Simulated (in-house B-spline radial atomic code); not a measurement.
# Ionising Al2+ with different functionals

Computed with an all-electron radial atomic-structure program (B-spline basis): non-relativistic Hamiltonian, point nucleus, spin-polarised at highest spin, spherical fractional occupations for the functionals, and exact exchange of hybrids averaged over the configuration. The ionisation energy is the difference of two self-consistent energies, [Ne] 3s1 → [He] 2s2 2p6, without Breit or QED terms; ε is the level of the shell that loses the electron (its least bound occupied spin orbital).

| method | rung | ΔSCF (eV) | -ε(3s) (eV) |
| --- | --- | --- | --- |
| PBE0 | global hybrid | 28.68 | 25.46 |
| B3LYP | global hybrid | 29.02 | 25.38 |
| TPSSh | global hybrid | 28.48 | 24.79 |
| M06-2X | global hybrid | 28.64 | 26.83 |
| BHandHLYP | global hybrid | 28.81 | 26.44 |
| r2SCAN0 | global hybrid | 28.41 | 25.61 |
| B97-1 | global hybrid | 28.40 | 25.07 |
| HSE06 | range-separated hybrid | 28.70 | 25.08 |
| wB97X | range-separated hybrid | 27.87 | 27.55 |
| CAM-B3LYP | range-separated hybrid | 29.02 | 26.91 |
| LC-wPBE | range-separated hybrid | 28.66 | 28.19 |

(1) Among the functionals, which spreads more, the ΔSCF values or the orbital energies?

(2) How do they compare with the NIST value?

## Answers

(1) The orbital energies: ΔSCF values span about 1.15 eV and the orbital energies 3.40 eV.

(2) NIST lists 28.448 eV (measured, ground level to ground level). Errors run from -0.58 to +0.57 eV; TPSSh is closest (+0.03 eV), but part of that can be cancellation, since the calculations leave out relativity, Breit-QED terms.
